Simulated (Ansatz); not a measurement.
Geometry optimisation, RKS PBE0-D4/def2-SVP (Ansatz 0.2.0).

input.yaml

```yaml
crystal:
  periodic: [false, false, false]
  atoms:
    - { symbol: C, position_ang: [-0.92, 0.5383, 0.9605] }
    - { symbol: "N", position_ang: [0.1323, 0.18, 0.0749] }
    - { symbol: P, position_ang: [1.3393, -0.719, 0.8354] }
    - { symbol: Si, position_ang: [-0.0752, -0.415, -1.5077] }
    - { symbol: F, position_ang: [-1.2117, 0.5404, -2.2206] }
    - { symbol: H, position_ang: [-0.6054, 1.1304, 1.8363] }
    - { symbol: H, position_ang: [-1.6137, 1.2851, 0.4398] }
    - { symbol: H, position_ang: [-1.5289, -0.2566, 1.2763] }
    - { symbol: H, position_ang: [0.52898, -1.44544, 1.83381] }
    - { symbol: H, position_ang: [1.40946, -1.85328, -0.02541] }
    - { symbol: H, position_ang: [-0.7391, -1.7886, -1.3935] }
    - { symbol: H, position_ang: [1.1301, -0.4138, -2.2735] }
basis:
  gaussian: { orbitals: def2-SVP }
hamiltonian:
  xc: pbe0
  dispersion: d4
relax:
  f_tol: 0.015
  max_steps: 40
```

Command:

```bash
$ ansatz run input.yaml --threads 2 --pin off --max-ram 3072MiB --backend cpu --events-out ev --progress --plain --runs-dir out
```

**Question.** Where does it end, and by what steps?

**Answer.** It converged. After 35 steps the energy has fallen by 0.776 eV; H10 moved furthest, 1.96 Å.

| step | energy less start (eV) | largest force component (eV/Å) | accepted |
| --- | --- | --- | --- |
| 0 | 0.0000 | 3.648 | yes |
| 2 | -0.5167 | 0.454 | yes |
| 4 | -0.6031 | 0.754 | yes |
| 6 | -0.6836 | 0.257 | yes |
| 8 | -0.7122 | 0.137 | yes |
| 10 | -0.7181 | 0.045 | yes |
| 12 | -0.7200 | 0.137 | yes |
| 14 | -0.7221 | 0.052 | yes |
| 16 | -0.7231 | 0.168 | no |
| 18 | -0.7247 | 0.129 | yes |
| 20 | -0.7262 | 0.111 | yes |
| 22 | -0.7283 | 0.191 | yes |
| 24 | -0.7331 | 0.296 | yes |
| 26 | -0.7482 | 0.155 | yes |
| 28 | -0.7537 | 0.306 | yes |
| 30 | -0.7628 | 0.333 | no |
| 32 | -0.7742 | 0.136 | yes |
| 34 | -0.7755 | 0.030 | yes |
| 35 | -0.7758 | 0.011 | yes |

```xyz
12
Properties=species:S:1:pos:R:3
C -1.160 0.492 1.000
N -0.213 -0.356 0.287
P 1.190 -0.834 1.197
Si -0.344 -0.596 -1.415
F 0.448 0.545 -2.267
H -0.801 1.529 1.126
H -2.113 0.536 0.450
H -1.372 0.084 2.002
H 1.460 -2.072 0.536
H 2.239 -0.154 0.491
H -1.777 -0.498 -1.801
H 0.289 -1.892 -1.770
```

Whether the end is a true minimum wasn't checked by a vibrational analysis.

Time of the run: 2.1 min on 2 threads of Arm Neoverse V1, on a shared host, peak memory 0.26 GiB.
